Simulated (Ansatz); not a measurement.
PtAu₃⁻ was relaxed with PBE-D4 (def2-SVPD) in Ansatz in these states: charge -1 quintet, charge -1 singlet, charge -1 triplet. The geometries follow in no particular order.

In the def2 sets Au, Pt take a core potential; there is no spin–orbit coupling.

A:

```tsv
atom	x (Å)	y (Å)	z (Å)
Pt1	0.146	-1.547	0.267
Au2	-0.329	0.308	-1.607
Au3	1.613	0.713	0.374
Au4	-1.430	0.526	0.966
```

B:

```xyz
4

Pt    0.093   -0.367   -0.022
Au    1.767    0.684   -1.660
Au    0.497    0.109    2.468
Au   -2.358   -0.425   -0.786
```

C:

```csv
atom,x (Å),y (Å),z (Å)
Pt1,-0.1287,-0.3731,0.2535
Au2,0.2759,2.2144,0.1817
Au3,0.6787,0.5895,-2.0443
Au4,-0.8259,-2.4309,1.6091
```

Q: Judge from the bond lengths which geometry belongs to which state (an estimate).

A: A is the charge -1 quintet (Au2–Au3 2.803 Å, Pt1–Au4 2.697 Å, Pt1–Au3 2.697 Å); B is the charge -1 triplet (Au2–Au3 4.357 Å, Pt1–Au4 2.567 Å, Pt1–Au3 2.567 Å); C is the charge -1 singlet (Au2–Au3 2.785 Å, Pt1–Au4 2.561 Å, Pt1–Au3 2.619 Å).

At PBE-D4/def2-SVPD the gap within one spin of the charge -1 quintet nearly closes, so an electron or hole may be smeared out by delocalisation error. This restricted singlet of an open-shell metal (gap down to 0.34 eV) wasn't tested against broken symmetry. At PBE0-D4/def2-TZVPD a broken-symmetry singlet lies 1.46 eV below the charge -1 quintet. At PBE0-D4/def2-TZVPD a broken-symmetry singlet lies 0.36 eV below the charge -1 triplet. These are the stationary points nearest to one start from a short search; other shapes may lie lower in each state.
